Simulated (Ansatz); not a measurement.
`OC([SiH3])[SiH2]Cl`, relaxed with RKS PBE0-D4/def2-TZVP in the Gaussian-basis code of Ansatz from a PBE-D4/def2-SVP geometry. The force threshold is 0.005 eV/Å; the program also tests the step.

Total charge 0; spin multiplicity 1.

Start:

```xyz
12

O     0.853    1.283    0.814
C     0.527    0.249   -0.120
Si    0.724   -1.423    0.783
Si   -1.226    0.524   -0.797
Cl   -1.233    2.557   -1.342
H     0.626    2.136    0.386
H     1.228    0.222   -0.997
H     2.129   -1.565    1.293
H    -0.241   -1.507    1.931
H     0.428   -2.526   -0.199
H    -1.541   -0.302   -2.012
H    -2.274    0.351    0.261
```

```tsv
step	energy (eV)	largest force (eV/Å)	largest move (Å)
1	-31465.0034	0.644	0.000
2	-31465.0483	0.209	0.045
3	-31465.0541	0.032	0.038
4	-31465.0549	0.033	0.023
5	-31465.0552	0.016	0.011
6	-31465.0553	0.014	0.015
7	-31465.0554	0.011	0.014
8	-31465.0555	0.005	0.012
9	-31465.0555	0.004	0.007
```

End:

```xyz
12

O     0.870    1.281    0.828
C     0.521    0.262   -0.106
Si    0.704   -1.405    0.769
Si   -1.208    0.520   -0.791
Cl   -1.296    2.499   -1.389
H     0.678    2.139    0.432
H     1.217    0.245   -0.962
H     2.103   -1.589    1.230
H    -0.222   -1.480    1.927
H     0.357   -2.472   -0.209
H    -1.470   -0.336   -1.972
H    -2.255    0.336    0.241
```

It took 43 s on 4 threads of a server CPU on a shared host, with 0.66 GiB of host memory at the peak.
